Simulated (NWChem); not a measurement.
System: CH3ClGeO, singlet; SMILES C[O][Ge][Cl]

Output (shortened):

```
             Northwest Computational Chemistry Package (NWChem) 7.3.0
             --------------------------------------------------------

                             Geometry "geometry" -> ""
                             -------------------------

 Output coordinates in angstroms (scale by  1.889725989 to convert to a.u.)

  No.       Tag          Charge          X              Y              Z
 ---- ---------------- ---------- -------------- -------------- --------------
    1 Ge                  32.0000     0.82963600    -0.12260700    -0.00040400
    2 Cl                  17.0000    -1.01869800    -1.36165500     0.00093100
    3 O                    8.0000     0.13349800     1.50180300    -0.00032000
    4 C                    6.0000    -1.18340600     1.98718500     0.00051800
    5 H                    1.0000    -1.92549200     1.17189300     0.00124500
    6 H                    1.0000    -1.34301800     2.61587900     0.89204300
    7 H                    1.0000    -1.34432200     2.61542700    -0.89109300

 Effective nuclear repulsion energy (a.u.)     336.7494252582

                              NWChem Property Module
                              ----------------------

  itol2e modified to match energy
  convergence criterion.

                                 NWChem DFT Module
                                 -----------------

 Summary of "ao basis" -> "ao basis" (spherical)
 ------------------------------------------------------------------------------
       Tag                 Description            Shells   Functions and Types
 ---------------- ------------------------------  ------  ---------------------
 Ge                         pcsseg-1                15       41   5s7p3d
 Cl                         pcsseg-1                10       24   4s5p1d
 O                          pcsseg-1                 7       17   3s3p1d
 C                          pcsseg-1                 7       17   3s3p1d
 H                          pcsseg-1                 3        5   2s1p

  itol2e modified to match energy
  convergence criterion.

[...]

          -----------------------------------------
          Chemical Shielding Tensors (GIAO, in ppm)
          -----------------------------------------

                                NWChem CPHF Module
                                ------------------

  scftype          =     RHF
  nclosed          =       33
  nopen            =        0
  variables        =     2673
  # of vectors     =        3
  tolerance        = 0.10D-03
  level shift      = 0.00D+00
  max iterations   =       50
  max subspace     =       30

 SCF residual:    4.8396767849216571E-005

Iterative solution of linear equations
  No. of variables     2673
  No. of equations        3
  Maximum subspace       30
        Iterations       50
       Convergence  1.0D-04

   iter   nsub   residual    time
   ----  ------  --------  ---------
     1      3    1.03D-04      86.5
     2      6    2.78D-09      98.6

      Atom:    1  Ge
        Diamagnetic
   2757.4123      1.8261     -0.0048
      1.8261   2758.2393     -0.0027
     -0.0048     -0.0027   2750.0256

        Paramagnetic
  -1540.9459   -160.6906     -0.0606
   -160.6906  -2186.6040      0.1982
     -0.0606      0.1982  -1679.3182

        Total Shielding Tensor
   1216.4664   -158.8645     -0.0654
   -158.8645    571.6352      0.1955
     -0.0654      0.1955   1070.7074

           isotropic =     952.9364
          anisotropy =     450.8164

          Principal Components and Axis System
                 1           2           3
             1253.4806   1070.7074    534.6210

      1         0.9739      0.0007      0.2269
      2        -0.2269      0.0002      0.9739
      3        -0.0006      1.0000     -0.0003

      Atom:    2  Cl
        Diamagnetic
   1149.9408      4.9154     -0.0049
      4.9154   1149.3439     -0.0040
     -0.0049     -0.0040   1143.3358

        Paramagnetic
   -484.5609    397.2356     -0.0091
    397.2356  -1124.2696     -0.0994
     -0.0091     -0.0994   -394.2940

        Total Shielding Tensor
    665.3798    402.1510     -0.0140
    402.1510     25.0743     -0.1034
     -0.0140     -0.1034    749.0418

           isotropic =     479.8320
          anisotropy =     569.1325

          Principal Components and Axis System
                 1           2           3
              859.2536    749.0418   -168.7995

      1         0.9008      0.0005     -0.4343
      2         0.4343      0.0001      0.9008
      3        -0.0005      1.0000      0.0001

      Atom:    3  O
        Diamagnetic
    409.1513    -16.2104     -0.0142
    -16.2104    406.9486      0.0060
     -0.0142      0.0060    383.7650

        Paramagnetic
   -697.8333    -52.9674      0.4098
    -52.9674   -285.6201      0.0700
      0.4098      0.0700    -85.2600

        Total Shielding Tensor
   -288.6821    -69.1778      0.3956
    -69.1778    121.3284      0.0760
      0.3956      0.0760    298.5050

           isotropic =      43.7171
          anisotropy =    -515.6350

          Principal Components and Axis System
                 1           2           3
             -300.0396    298.5052    132.6857

      1         0.9868      0.0007     -0.1620
      2         0.1620      0.0002      0.9868
      3        -0.0007      1.0000     -0.0001

      Atom:    4  C
        Diamagnetic
    256.9025     -7.2444     -0.0107
     -7.2444    246.4716      0.0039
     -0.0107      0.0039    239.6071

        Paramagnetic
   -100.4790    -30.3715     -0.0177
    -30.3715   -146.4087      0.0247
     -0.0177      0.0247   -130.8401

[...]
```

Level: LDA (Slater exchange, VWN5)/pcSseg-1, GIAO. Low-valent species are run as closed-shell singlets; no triplet was tried in these runs. All runs use the structure optimised with PBE0/def2-SVP. The printed shielding anisotropy is the first printed principal value minus the mean of the other two.

Task: Which NWChem input produces such a log?

Result: One answer among several that fit: the input that was run:
```
start job
memory heap 200 mb stack 900 mb global 1100 mb
geometry units angstroms noautosym nocenter noautoz
  Ge     0.829636    -0.122607    -0.000404
  Cl    -1.018698    -1.361655     0.000931
  O      0.133498     1.501803    -0.000320
  C     -1.183406     1.987185     0.000518
  H     -1.925492     1.171893     0.001245
  H     -1.343018     2.615879     0.892043
  H     -1.344322     2.615427    -0.891093
end
basis spherical
  * library pcsseg-1
end
dft
  xc slater vwn_5
  iterations 150
end
property
  shielding 6 1 2 3 4 5 6
end
task dft property
```
